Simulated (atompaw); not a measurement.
**Pseudopotential generation for chlorine: PAW (atompaw), LDA (PW92), scalar-relativistic.**

Cl, PAW, made with atompaw 4.2.0.5 (LDA (PW92), scalar-relativistic). Core [Ne], reference 3s2 3p5. Waves: 3s (bound): rc 1.25 bohr; 3s channel at -0.55 Ry: rc 1.25 bohr; 3p (bound): rc 1.25 bohr; 3p channel at 3.05 Ry: rc 1.25 bohr. Local part: bessel scheme, radius 1.15 bohr. Core correction: smooth core density matched at 1.05 bohr. Augmentation charge: sinc compensation charge, radius 1.10 bohr; PAW radius 1.25 bohr; waves and projectors: custom polynom2 7 10 vanderbiltortho.

Results:

| Quantity | Value |
| --- | --- |
| Cutoffs needed | 21 Ry and 30 Ry (the cutoffs (Ry, on a coarse ladder) from which the occupation-weighted sum of valence levels, in a spherical-Bessel basis at the reference potential, stays within 10 and 1 mRy of its value at 400 Ry) |
| Ghost test | no extra level below or beside the all-electron valence levels (s, p, d, f tested) (spherical-Bessel basis up to 400 Ry, 20 bohr box) |
| Lowest eigenvalue of the overlap operator | 0.20 (s channel) |
| Overlap eigenvalues printed by atompaw (projector basis) | 0.395, 0.747, 174, 969 |
| Share of each valence orbital outside the PAW sphere | 3s 65 %, 3p 76 % |

Generation and tests took about 1.2 s on one core of a shared server CPU.
